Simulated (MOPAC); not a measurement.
MOPAC input (AM1):

```
AM1 1SCF UHF MS=0.5 GEO-OK AUX(PRECISION=9) THREADS=1
C3H10GeN

C     2.68393600 1    0.54521700 1   -0.87319800 1
C     1.64485300 1    0.21086900 1    0.13456200 1
N     0.28822000 1    0.36904700 1   -0.37993100 1
C    -0.07136300 1    1.75868400 1   -0.62193900 1
Ge   -1.02129700 1   -0.69627200 1    0.38081700 1
H     3.67350300 1    0.85634300 1   -0.56776000 1
H     2.49579900 1    0.34616400 1   -1.91947600 1
H     1.76819000 1   -0.83800600 1    0.44822900 1
H     1.81153800 1    0.80988700 1    1.04762900 1
H    -0.06263000 1    2.37324600 1    0.29289900 1
H    -1.06829100 1    1.81842100 1   -1.06110200 1
H     0.63061400 1    2.21137800 1   -1.32699900 1
H    -0.49888200 1   -2.14152900 1    0.35101100 1
H    -2.28768200 1   -0.52760200 1   -0.47376500 1
H    -1.34276600 1   -0.29952900 1    1.84614000 1
```

From the output:

```
                                                       MOPAC v23.2.5 Linux

          FINAL HEAT OF FORMATION =         48.29049 KCAL/MOL =     202.04742 KJ/MOL

          COSMO AREA              =        145.51 SQUARE ANGSTROMS
          COSMO VOLUME            =        140.65 CUBIC ANGSTROMS

          IONIZATION POTENTIAL    =          8.940298 EV
          ALPHA SOMO LUMO (EV)    =         -8.978  0.922
          BETA  SOMO LUMO (EV)    =         -8.940  0.884
          NO. OF ALPHA ELECTRONS  =         16
          NO. OF BETA  ELECTRONS  =         15
          MOLECULAR WEIGHT        =        132.7087         POINT GROUP:  C1

          MOLECULAR DIMENSIONS (Angstroms)

            Atom       Atom       Distance
            H    14    H     6     6.12045
            H    13    H    12     4.31121
            H     7    H    15     3.51615

          SCF CALCULATIONS        =          1

   ATOM   CHEMICAL          X               Y               Z
  NUMBER   SYMBOL      (ANGSTROMS)     (ANGSTROMS)     (ANGSTROMS)

     1       C          2.68393600  *   0.54521700  *  -0.87319800  *
     2       C          1.64485300  *   0.21086900  *   0.13456200  *
     3       N          0.28822000  *   0.36904700  *  -0.37993100  *
     4       C         -0.07136300  *   1.75868400  *  -0.62193900  *
     5      Ge         -1.02129700  *  -0.69627200  *   0.38081700  *
     6       H          3.67350300  *   0.85634300  *  -0.56776000  *
     7       H          2.49579900  *   0.34616400  *  -1.91947600  *
     8       H          1.76819000  *  -0.83800600  *   0.44822900  *
     9       H          1.81153800  *   0.80988700  *   1.04762900  *
    10       H         -0.06263000  *   2.37324600  *   0.29289900  *
    11       H         -1.06829100  *   1.81842100  *  -1.06110200  *
    12       H          0.63061400  *   2.21137800  *  -1.32699900  *
    13       H         -0.49888200  *  -2.14152900  *   0.35101100  *
    14       H         -2.28768200  *  -0.52760200  *  -0.47376500  *
    15       H         -1.34276600  *  -0.29952900  *   1.84614000  *

                             CARTESIAN COORDINATES

   1    C        2.683936000     0.545217000    -0.873198000
   2    C        1.644853000     0.210869000     0.134562000
   3    N        0.288220000     0.369047000    -0.379931000
   4    C       -0.071363000     1.758684000    -0.621939000
   5   Ge       -1.021297000    -0.696272000     0.380817000
   6    H        3.673503000     0.856343000    -0.567760000
   7    H        2.495799000     0.346164000    -1.919476000
   8    H        1.768190000    -0.838006000     0.448229000
   9    H        1.811538000     0.809887000     1.047629000
  10    H       -0.062630000     2.373246000     0.292899000
  11    H       -1.068291000     1.818421000    -1.061102000
  12    H        0.630614000     2.211378000    -1.326999000
  13    H       -0.498882000    -2.141529000     0.351011000
  14    H       -2.287682000    -0.527602000    -0.473765000
  15    H       -1.342766000    -0.299529000     1.846140000

           Empirical Formula: C3 H10 N Ge  =    15 atoms

      MOLECULAR POINT GROUP   :   C1

          ALPHA EIGENVALUES
 -37.08560 -30.63085 -25.88443 -21.67962 -16.91843 -16.04392 -15.09335 -14.35965
 -13.61479 -13.01067 -12.76275 -11.91553 -11.46436 -11.42886  -9.29905  -8.97828
   0.92235   0.97275   0.98575   2.43416   3.95881   4.20542   4.35769   4.54007
   4.63497   4.97375   5.09423   5.20412   5.40049   6.24947

           BETA EIGENVALUES
 -36.93787 -30.04506 -25.35675 -21.22512 -16.83901 -15.94571 -14.98998 -14.31113
 -13.46271 -12.80052 -12.57262 -11.84843 -11.43992 -11.42378  -8.94030   0.88370
   0.95116   0.97989   1.41040   2.44792   4.01487   4.39698   4.61916   4.65091
   5.00793   5.11560   5.18162   5.49832   5.63011   6.28871

              NET ATOMIC CHARGES AND DIPOLE CONTRIBUTIONS

  ATOM NO.   TYPE          CHARGE      No. of ELECS.   s-Pop       p-Pop
    1          C          -0.268865        4.2689     1.29010     2.97876
    2          C          -0.018136        4.0181     1.20147     2.81667
    3          N          -0.494861        5.4949     1.60298     3.89188
    4          C          -0.095098        4.0951     1.21609     2.87900
    5         Ge           0.708653        3.2913     0.87698     2.41437
    6          H           0.111985        0.8880     0.88801
    7          H           0.121534        0.8785     0.87847
    8          H           0.086494        0.9135     0.91351
    9          H           0.054543        0.9455     0.94546
   10          H           0.038023        0.9620     0.96198
   11          H           0.073067        0.9269     0.92693
   12          H           0.080552        0.9194     0.91945
   13          H          -0.128408        1.1284     1.12841
   14          H          -0.127441        1.1274     1.12744
   15          H          -0.142043        1.1420     1.14204
 DIPOLE           X         Y         Z       TOTAL
 POINT-CHG.    -0.614    -0.471     0.616     0.989
 HYBRID         0.516     0.647     0.289     0.876
 SUM           -0.098     0.176     0.905     0.927

          ATOMIC ORBITAL ELECTRON POPULATIONS

     Atom    s        px        py        pz
    1  C   1.29010   0.97028   1.01276   0.99572
    2  C   1.20147   0.86917   0.99920   0.94830
    3  N   1.60298   1.07440   1.15343   1.66405
    4  C   1.21609   1.00742   0.87465   0.99693
    5 Ge   0.87698   0.78310   0.81296   0.81831
    6  H   0.88801
    7  H   0.87847
    8  H   0.91351
    9  H   0.94546
   10  H   0.96198
   11  H   0.92693
   12  H   0.91945
   13  H   1.12841
   14  H   1.12744
   15  H   1.14204

                    (SZ)    =    0.500000
                    (S**2)  =    0.762155

          ATOMIC ORBITAL SPIN POPULATIONS

    Atom   Total    s     px     py     pz
         Atomic
    1  C  1.1283  0.064  0.140  0.862  0.062
    2  C -0.0954 -0.011 -0.023 -0.028 -0.034
    3  N  0.0164  0.001  0.008  0.001  0.006
    4  C  0.0007 -0.000 -0.000  0.000  0.001
    5 Ge -0.0065 -0.001 -0.003 -0.002 -0.001
    6  H -0.0573 -0.057
    7  H -0.0566 -0.057
    8  H  0.0506  0.051
    9  H  0.0183  0.018
   10  H -0.0002 -0.000
   11  H  0.0004  0.000
   12  H -0.0001 -0.000
   13  H  0.0002  0.000
   14  H  0.0008  0.001
   15  H  0.0005  0.000

 **********************
 *                    *
 * JOB ENDED NORMALLY *
 *                    *
 **********************

 == MOPAC DONE ==
```

The geometry given is a B3LYP-D3(BJ)/def2-TZVP minimum.
